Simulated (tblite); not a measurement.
Species: C6H13OP.
Numbering: `[CH2:1]=[CH:2][P@@H:3](=[O:4])[C@@H:5]([CH3:6])[CH2:7][CH3:8]` (hydrogens: H9, H10 on C1; H11 on C2; H12 on P3; H13 on C5; H14, H15, H16 on C6; H17, H18 on C7; H19, H20, H21 on C8)

Cartesian coordinates in Å at the GFN2-xTB level; atoms count from 1:
```
atom  x, y, z in Å
C1     3.4292   -0.5553    0.0337
C2     2.3828    0.1840   -0.2938
P3     0.7649   -0.6159   -0.4303
O4     0.7990   -2.0715   -0.2838
C5    -0.3337    0.2570    0.7689
C6    -0.5286    1.7200    0.3971
C7    -1.6362   -0.5335    0.8936
C8    -2.4123   -0.6029   -0.4130
H9     3.2996   -1.6124    0.2084
H10    4.4262   -0.1569    0.1338
H11    2.4558    1.2435   -0.4900
H12    0.3386   -0.1660   -1.6836
H13    0.1953    0.1911    1.7312
H14    0.4025    2.2720    0.5035
H15   -0.8664    1.8162   -0.6322
H16   -1.2714    2.1771    1.0490
H17   -2.2570   -0.0885    1.6765
H18   -1.3807   -1.5504    1.2020
H19   -2.7186    0.3851   -0.7489
H20   -1.7924   -1.0655   -1.1812
H21   -3.3056   -1.2103   -0.2866
```

All values are computed: GFN2-xTB (tblite) harmonic vibrations without scaling, gas phase. Errors from tens to a few hundred cm⁻¹ against measured bands are possible. Modes of hydrogen on phosphorus can be 10 to 20 % off. One conformer, not necessarily the lowest.

Harmonic wavenumbers (cm⁻¹): 56.9, 73.0, 96.8, 152.6, 174.4, 207.7, 240.3, 247.9, 267.7, 297.0, 377.9, 447.3, 488.6, 548.3, 685.8, 724.1, 807.7, 870.6, 883.6, 911.1, 933.2, 986.5, 998.0, 1013.6, 1018.3, 1030.8, 1056.7, 1149.2, 1162.8, 1216.0, 1232.5, 1264.6, 1278.3, 1291.4, 1343.6, 1378.9, 1407.9, 1408.6, 1476.5, 1489.6, 1492.3, 1498.3, 1509.8, 1659.7, 2248.5, 2868.2, 2953.2, 2976.2, 3006.7, 3020.8, 3028.9, 3033.3, 3038.2, 3041.1, 3063.7, 3081.1, 3111.4.

A = 2918, B = 1154, C = 932.0 MHz; mass 132.070 u (most abundant isotopes); point group C1, symmetry number 1.

Question: What is the zero-point energy?

Answer: ½Σν̃ = 38664 cm⁻¹ = 110.55 kcal/mol.

Question: Entropy at 500 K, 1 bar (ideal gas, RRHO, classical rotation)?

Answer: Translation 43.14, rotation 30.56, vibration 52.87: S = 126.6 cal/(mol K).

Question: And Cp and H(500 K) − H(0)?

Answer: Cp = 60.29 cal/(mol K), of which vibrations give 52.34 (their classical limit is 57 R = 113.3); H(500 K) − H(0) = 17.58 kcal/mol without the zero-point energy, 13.60 from vibrations.

Question: Which modes carry the vibrational entropy at 500 K?

Answer: 56.9 cm⁻¹: 5.59; 73.0 cm⁻¹: 5.09; 96.8 cm⁻¹: 4.53; 152.6 cm⁻¹: 3.64; 174.4 cm⁻¹: 3.38; 207.7 cm⁻¹: 3.04 cal/(mol K); the other 51 give 27.61 together.

Question: How do the functions run with temperature in this model?

Answer: 
| T (K) | S (cal/(mol K)) | Cp (cal/(mol K)) | H − H(0) (kcal/mol) | G − H(0) (kcal/mol) | ln q(vib) |
| --- | --- | --- | --- | --- | --- |
| 50 | 58.2 | 13.3 | 0.50 | -2.42 | 0.43 |
| 100 | 69.6 | 20.2 | 1.34 | -5.62 | 1.66 |
| 298.15 | 100.8 | 40.4 | 7.34 | -22.71 | 7.32 |
| 373.15 | 110.7 | 48.3 | 10.67 | -30.65 | 9.41 |
| 750 | 154.6 | 77.7 | 34.98 | -80.94 | 19.60 |
| 1000 | 178.6 | 89.3 | 55.94 | -122.66 | 25.86 |

q(vib) and H(0) count from the zero-point level.

Hindered rotation and anharmonicity are outside this model. Other conformers, if any are populated, would add a mixing term that is left out. The structure is chiral; the term R ln 2 for an equal mix with its mirror image is left out.
